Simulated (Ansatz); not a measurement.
The S1–S2 bond of H2S2 (SMILES SS) is stretched (multiplicity 1, the rest rigid).
Geometry at rest (charge 0, multiplicity 1):
```
atom    x (Å)    y (Å)    z (Å)
----  -------  -------  -------
S     -0.9122   0.0538   0.4912
S      0.9122   0.0567  -0.4909
H     -1.5359  -0.8839  -0.2489
H      1.5365  -0.8841   0.2447
```

Cores are frozen in the correlated methods.

Programs: Ansatz (Gaussian basis) for Hartree–Fock, density functionals and correlated methods. Values without a source in brackets are computed.

FIC-MRCISD+Q on CASSCF(6,4)/cc-pV(D+d)Z, total energies (hartree):

| R (Å) | CASSCF | MRCISD | weight c² of the reference |
|---|---|---|---|
| 2.072 | -796.247807 | -796.513825 | 0.89223 |
| 3.626 | -796.177929 | -796.433909 | 0.89281 |
| 6.630 | -796.173605 | -796.428798 | 0.89309 |

### Question
Add the Davidson correction (E_MRCISD − E_CASSCF)(1 − c²)/c² and give the energies above the first point at the three levels.

### Answer

Corrections (hartree): -0.032131, -0.030733, -0.030550. Above the first point (kcal/mol):
- R = 3.626 Å: CASSCF 43.8, MRCISD 50.1, with the correction 51.0
- R = 6.630 Å: CASSCF 46.6, MRCISD 53.4, with the correction 54.3

Doubts at one or more of the structures used: active orbitals that take no part (FIC-MRCISD+Q on CASSCF(6,4)/cc-pV(D+d)Z).

Ansatz is a program for electronic structure.
